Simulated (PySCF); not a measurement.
Several orderings of computed values.

Each SMILES stands for a single optimised conformer of the isolated species, non-relativistic unless stated; the electronic structure was computed with PySCF and density fitting.

The conformers computed, where there is a choice (atom-mapped SMILES and torsion angles):
- `[CH3:1][C@H:2]([F:3])[S:4][CH2:5][CH2:6][C:7]#[N:8]`: C1–C2–S4–C5 -169°, C2–S4–C5–C6 -80°, S4–C5–C6–C7 -178°
- `[CH2:1]=[CH:2][C@@H:3]1[CH2:4][c+:5]2[cH:6][c:7]21`: C1–C2–C3–C4 -143°
- `[CH2:1]=[CH:2][c:3]1[cH:4][c+:5]1[CH:6]=[CH2:7]`: C1–C2–C3–C4 180°, C4–C5–C6–C7 0°
- `[CH3:1][C:2](=[O:3])[c:4]1[cH:5][n:6][s:7][n:8]1`: C1–C2–C4–C5 180°
- `[CH2:1]=[CH:2][SiH:3]([CH3:4])[CH3:5]`: C1–C2–Si3–C4 87°
- `[CH:1]#[C:2][SiH2:3]/[CH:4]=[N:5]\[CH3:6]`: C2–Si3–C4–N5 -55°

Question: Rank by lowest singlet excitation, highest first (TDDFT CAM-B3LYP/def2-SVPD at GFN2-xTB geometries).
A. `C=C[C@@H]1C[c+]2cc21`
B. `C[C@H](F)SCCC#N`
C. `CC#CC1=C[CH+]C1`
D. `C=Cc1c[c+]1C=C`
E. `N#CC1C[SiH2]C1`

Answer: E (7.08 eV), B (5.75 eV), D (5.15 eV), A (3.12 eV), C (2.71 eV).

Q: Give the two extremes of that set as wavelengths.

A: `CC#CC1=C[CH+]C1`: 458 nm; `N#CC1C[SiH2]C1`: 175 nm.

Question: Rank by smallest rotational constant, lowest first (GFN2-xTB).
A. `C(S[C@@H](F)C)CC#N`
B. `c1c2[c+]1C[C@H]2C=C`
C. `N#CC1C[SiH2]C1`
D. `C=Cc1c[c+]1C=C`
E. `CC(=O)c1cnsn1`
F. `C=C[SiH](C)C`
G. `C#C[SiH2]/C=N\C`

Answer: A (0.693 GHz), E (0.988 GHz), D (1.261 GHz), G (1.487 GHz), C (1.623 GHz), B (1.704 GHz), F (1.959 GHz).

Q: By how much do the two ends of that ranking differ?

A: By 1.266 GHz, between `C=C[SiH](C)C` and `C[C@H](F)SCCC#N`.

Question: Rank by HOMO energy, lowest first (CAM-B3LYP/def2-SVPD at GFN2-xTB geometries).
A. `C1[SiH2]CC1C#N`
B. `CC#CC1=C[CH+]C1`
C. `C[C@H](F)SCCC#N`
D. `C=C[c+]1cc1C=C`
E. `C=C[C@@H]1C[c+]2cc21`

Answer: B (-14.19 eV), D (-13.86 eV), E (-13.70 eV), A (-9.99 eV), C (-8.75 eV).

Question: Rank by static isotropic polarisability, highest first (CAM-B3LYP/def2-SVPD at GFN2-xTB geometries).
A. `CC#CC1=C[CH+]C1`
B. `C=C[C@@H]1C[c+]2cc21`
C. `N#CC1C[SiH2]C1`
D. `[c+]1(cc1C=C)C=C`

Answer: A (86.9 au), D (80.5 au), C (73.4 au), B (69.4 au).

Question: Rank by HOMO–LUMO gap, lowest first (CAM-B3LYP/def2-SVPD at GFN2-xTB geometries).
A. `C=C[C@@H]1C[C+]2C=C21`
B. `N#CC1C[SiH2]C1`
C. `C[C@H](F)SCCC#N`
D. `CC#CC1=C[CH+]C1`
E. `C=Cc1c[c+]1C=C`

Answer: D (6.66 eV), A (7.15 eV), E (7.69 eV), C (9.50 eV), B (10.51 eV).

Q: Give the two extremes of that set in kcal/mol.

A: `CC#CC1=C[CH+]C1`: 153 kcal/mol; `N#CC1C[SiH2]C1`: 242 kcal/mol.

Question: Rank by lowest triplet excitation (Tamm–Dancoff), lowest first (TDA CAM-B3LYP/def2-SVPD at GFN2-xTB geometries).
A. `N#CC1C[SiH2]C1`
B. `C=C[C@@H]1C[C+]2C=C21`
C. `C[C@H](F)SCCC#N`
D. `C=Cc1c[c+]1C=C`

Answer: B (2.29 eV), D (3.20 eV), C (5.28 eV), A (6.36 eV).

Q: By how much do the two ends of that ranking differ?

A: By 4.07 eV, between `N#CC1C[SiH2]C1` and `C=C[C@@H]1C[c+]2cc21`.
